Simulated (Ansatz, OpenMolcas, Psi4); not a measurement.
**SnSe (SMILES [Se][Sn]): the vertical ionisation energy, rung by rung**

The species is SnSe (2 atoms), meant as a singlet with charge 0. As SMILES, `[Se][Sn]`. The coordinates come from a PBE0-D4/def2-TZVP relaxation.

| atom | x (Å) | y (Å) | z (Å) |
| --- | --- | --- | --- |
| Se | 0.0000 | 0.0000 | 0.0065 |
| Sn | 0.0000 | 0.0000 | 2.3318 |

Each level gives the vertical ionisation energy (to the doublet cation) (eV). The values are calculated.

```
                              level                    kind     program  value (eV)
   SVWN5/def2-TZVP (core potential)                     LDA      Ansatz        9.46
  revPBE/def2-TZVP (core potential)                     GGA      Ansatz        9.04
  M06-2X/def2-TZVP (core potential)         hybrid meta-GGA  OpenMolcas        9.19
    PBE0/def2-TZVP (core potential)           global hybrid      Ansatz        9.05
   TPSSh/def2-TZVP (core potential)         hybrid meta-GGA        Psi4        9.08
 wB97X-V/def2-TZVP (core potential)  range-separated hybrid        Psi4        9.40
PBE-QIDH/def2-TZVP (core potential)           double hybrid      Ansatz        9.14
 BCCD(T)/def2-TZVP (core potential)   coupled cluster or CI      Ansatz        9.13
```

Spin-orbit coupling, which can split open shells on such heavy atoms by tenths of an eV, is left out. The values span 9.04 to 9.46 eV. In the correlated wave-function rows the outer d shell of Se, Sn is correlated, in sets not made for it.
